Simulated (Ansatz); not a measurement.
`C=[CH][In]([F])[F]` and `C[NH][In]([F])[F]` differ in one atom or group.

Ansatz, PBE0-D4/def2-TZVP geometries, multiplicity 1. Each molecule was computed in one conformer, which needn't be the lowest.

Elements past krypton have def2 core potentials.

```tsv
property	`C=[CH][In]([F])[F]`
LUMO energy (B3LYP/def2-TZVPP) / eV	-2.12
HOMO energy (ωB97M-V/def2-TZVPP) / eV	-11.28
LUMO energy (PBE/def2-TZVPP) / eV	-2.69
size of the dipole moment (PBE/def2-TZVPP) / D	4.56
HOMO–LUMO gap (B3LYP/def2-TZVPP) / eV	6.67
size of the dipole moment (B3LYP/def2-TZVPP) / D	4.74
```

Give the same properties after the change, and the shifts. (An estimate is asked.)

The calculation gave: 
```json
{"property": "LUMO energy (B3LYP/def2-TZVPP) / eV", "`C[NH][In]([F])[F]`": "-2.54", "shift": "-0.42"}
{"property": "HOMO energy (ωB97M-V/def2-TZVPP) / eV", "`C[NH][In]([F])[F]`": "-9.75", "shift": "1.53"}
{"property": "LUMO energy (PBE/def2-TZVPP) / eV", "`C[NH][In]([F])[F]`": "-3.09", "shift": "-0.40"}
{"property": "size of the dipole moment (PBE/def2-TZVPP) / D", "`C[NH][In]([F])[F]`": "4.04", "shift": "-0.52"}
{"property": "HOMO–LUMO gap (B3LYP/def2-TZVPP) / eV", "`C[NH][In]([F])[F]`": "4.70", "shift": "-1.97"}
{"property": "size of the dipole moment (B3LYP/def2-TZVPP) / D", "`C[NH][In]([F])[F]`": "4.13", "shift": "-0.61"}
```

With PBE0 the HOMO rises by 1.59 eV and the LUMO falls by 0.33 eV, so the gap narrows by about 1.92 eV. PBE moves the HOMO by 1.57 eV and ωB97M-V by 1.53 eV. The zero-point energy changes by 31.4 kJ/mol with +3 modes. Dipoles are sizes alone; their direction can turn.

B3LYP here is the variant with VWN-RPA as its local correlation; programs differ in this.
